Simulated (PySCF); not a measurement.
Correlation energy of P (phosphorus, neutral)

[Ne] 3s2 3p2 4s1, high-spin 4P determinant (an excited configuration). All numbers are calculated (PySCF 2.14, no relativity, point nucleus, in dyall-av2z (13s9p2d, 50 functions)). Frozen: [Ne]; 5 electrons correlated; the 16 highest virtual orbitals of each spin left out.

```
  level  correlation energy (mhartree)
   CCSD                         -83.57
    (T)                          -1.87
CCSD(T)                         -85.44
  CCSDT                         -86.13
```

Diagnostics: T1 = 0.015, D1 = 0.0445, largest double amplitude 0.099.

The outer electron is Rydberg-like, and this basis confines it to a smaller radius and binds it less than a complete one would.

Cost of the coupled-cluster step: roughly 0.6 core-seconds, for 5 correlated electrons.

Iterations:

```
CC2 = 0
CCSD nocc = (np.int64(4), np.int64(1)), nmo = (29, 29)
frozen orbitals [[0, 1, 2, 3, 4, 34, 35, 36, 37, 38, 39, 40, 41, 42, 43, 44, 45, 46, 47, 48, 49], [0, 1, 2, 3, 4, 34, 35, 36, 37, 38, 39, 40, 41, 42, 43, 44, 45, 46, 47, 48, 49]]
max_cycle = 100
direct = 0
conv_tol = 1e-08
conv_tol_normt = 1e-06
diis_space = 8
diis_start_cycle = 0
Init t2, MP2 energy = -0.0622969081269593
Init E_corr(UCCSD) = -0.0622969081344559
cycle = 1  E_corr(UCCSD) = -0.0770738354918308  dE = -0.0147769274  norm(t1,t2) = 0.0544142
cycle = 2  E_corr(UCCSD) = -0.081090450013186  dE = -0.00401661452  norm(t1,t2) = 0.020589
cycle = 3  E_corr(UCCSD) = -0.0833413978909605  dE = -0.00225094788  norm(t1,t2) = 0.0103026
cycle = 4  E_corr(UCCSD) = -0.0833895961334639  dE = -4.81982425e-05  norm(t1,t2) = 0.00472737
cycle = 5  E_corr(UCCSD) = -0.0835021578668461  dE = -0.000112561733  norm(t1,t2) = 0.00341471
cycle = 6  E_corr(UCCSD) = -0.0834761732527191  dE = 2.59846141e-05  norm(t1,t2) = 0.00233909
cycle = 7  E_corr(UCCSD) = -0.0835920397691947  dE = -0.000115866516  norm(t1,t2) = 0.00131336
cycle = 8  E_corr(UCCSD) = -0.0835355604480279  dE = 5.64793212e-05  norm(t1,t2) = 0.000509918
cycle = 9  E_corr(UCCSD) = -0.0835767893219092  dE = -4.12288739e-05  norm(t1,t2) = 0.000178229
cycle = 10  E_corr(UCCSD) = -0.0835677827517258  dE = 9.00657018e-06  norm(t1,t2) = 6.46945e-05
cycle = 11  E_corr(UCCSD) = -0.0835676744122889  dE = 1.08339437e-07  norm(t1,t2) = 2.2631e-05
cycle = 12  E_corr(UCCSD) = -0.0835678914833363  dE = -2.17071047e-07  norm(t1,t2) = 7.36775e-06
cycle = 13  E_corr(UCCSD) = -0.0835678959618986  dE = -4.47856234e-09  norm(t1,t2) = 1.65269e-06
cycle = 14  E_corr(UCCSD) = -0.0835678782055549  dE = 1.77563438e-08  norm(t1,t2) = 5.41827e-07
cycle = 15  E_corr(UCCSD) = -0.0835678791638187  dE = -9.58263802e-10  norm(t1,t2) = 1.02331e-07
UCCSD converged
E(UCCSD) = -340.5350782894594  E_corr = -0.08356787916381866
UCCSD(T) correction = -0.00186932948231432
```
